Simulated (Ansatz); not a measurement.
The first iterations of a band of FH3NOSi (7 atoms, charge 0, multiplicity 2).

Method: UKS PBE0-D4/def2-SVP in Ansatz 0.2.0.

* movable images: 3
* climbing image: yes
* spring: 5.0 eV/Å²
* optimiser: quadratic models (default)
* start path: through a guess of the saddle point
* force threshold: 0.05 eV/Å
* iteration limit: 60
* end points: relaxed

First end point:

```xyz
7
Properties=species:S:1:pos:R:3
N -0.467 1.095 -0.073
Si 0.044 -0.442 0.488
O 1.153 -0.982 -0.624
F -1.301 -1.365 0.509
H 0.220 1.802 -0.310
H -1.326 1.502 0.278
H 1.739 -1.679 -0.314
```

Last end point:

```xyz
7
Properties=species:S:1:pos:R:3
N -0.234 0.988 0.157
Si 0.183 -0.675 0.034
O 0.083 -0.889 -1.598
F -0.898 -1.607 0.790
H 0.489 1.697 0.227
H -1.061 1.338 -0.317
H 1.499 -0.919 0.662
```

| iteration | highest image above the first end (eV) | largest band force component (eV/Å) |
| --- | --- | --- |
| 1 | 3.933 | 4.655 |
| 2 | 2.694 | 2.973 |
| 3 | 1.767 | 1.631 |
| 4 | 1.359 | 0.788 |
| 5 | 1.262 | 0.630 |

Q: Does the band converge within its limit, and where does its top end?

A: The forces met the threshold. It ended after 16 iterations with the highest image 1.768 eV above the first end. Neighbouring images differ by up to 1.4 eV, so the band resolves the path poorly. Another band between the same ends (5 images) ends at a top of the same energy, where a vibrational analysis finds 1 clearly imaginary mode. So few images can step over the top or miss a turn of the path.

Run time: 99 s on 2 threads of AMD EPYC 7R43 64-Core Processor (Zen 3), on a shared host, peak memory 0.21 GiB.
